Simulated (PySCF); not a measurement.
AlFH4O3Si, SMILES F[SiH2][O][Al]([OH])[OH].

Geometry optimised at TPSSh-D3(BJ)/def2-SVP. The structure was generated by enumeration; whether it is a known compound was not checked. Other conformers were not sampled.

Vertical ionisation energy (IE) and electron affinity (EA) in eV. Rows of orbital energies are one-electron estimates. Where ΔSCF, EOM or ADC give a negative EA the extra electron is unbound and the value depends on the basis.

```json
[
 {"level": "−ε(HOMO), −ε(LUMO), M06-2X/def2-TZVP (PySCF)", "IE": "10.37", "EA": "0.19"},
 {"level": "−ε(HOMO), −ε(LUMO), PBE/def2-TZVP (PySCF)", "IE": "[?]", "EA": "[?]"}
]
```

Q: Some entries are withheld; supply them. (The exact figures need the calculation; the answer reports its results.)

A: 
- −ε(HOMO), −ε(LUMO), PBE/def2-TZVP (PySCF), IE: 7.43
- −ε(HOMO), −ε(LUMO), PBE/def2-TZVP (PySCF), EA: 1.62
